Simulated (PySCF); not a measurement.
**AsF: energy against distance**

Set-up: PySCF, no relativity, basis sets As def2-SVP, F def2-SVP. Energies in eV from As + F in their ground configurations at the same level. State: ³Σ⁻ (triplet), unpaired electrons π ↑↑.

All columns are M06-L. A positive dipole means As(−)F(+).

| R (Å) | E (eV) | μ (D) | Mulliken charge on As (basis-dependent) | HOMO (eV) | LUMO (eV) | Mayer bond order | ⟨S²⟩ |
| --- | --- | --- | --- | --- | --- | --- | --- |
| 1.508 | -2.866 | -0.46 | 0.32 | -5.02 | -3.03 | 1.02 | 2.00 |
| 1.579 | -3.619 | -0.84 | 0.35 | -5.21 | -3.21 | 1.00 | 2.00 |
| 1.649 | -4.041 | -1.21 | 0.37 | -5.39 | -3.38 | 0.98 | 2.00 |
| 1.701 | -4.202 | -1.47 | 0.38 | -5.52 | -3.51 | 0.97 | 2.00 |
| 1.754 | -4.262 | -1.73 | 0.39 | -5.64 | -3.63 | 0.97 | 2.00 |
| 1.807 | -4.246 | -1.98 | 0.40 | -5.76 | -3.74 | 0.96 | 2.00 |
| 1.877 | -4.138 | -2.30 | 0.41 | -5.91 | -3.89 | 0.96 | 2.00 |
| 1.964 | -3.906 | -2.67 | 0.41 | -6.08 | -4.06 | 0.95 | 2.00 |
| 2.070 | -3.547 | -3.09 | 0.41 | -6.27 | -4.24 | 0.95 | 2.00 |
| 2.210 | -3.012 | -3.59 | 0.41 | -6.48 | -4.46 | 0.95 | 2.01 |

A fit through these points gives, at Re = 1.768 Å, μ = -1.80 D and dμ/dR = -4.78 D/Å; the reduced mass is 15.16 u.

How strong is the fundamental in the double-harmonic approximation, I = 42.26·(dμ/dR)²/μred km/mol?

I = 42.26·(-4.78)²/15.16 = 63.7 km/mol at M06-L.

Spin–orbit coupling is left out. The state was picked by a PBE0 search and need not be the measured ground state.
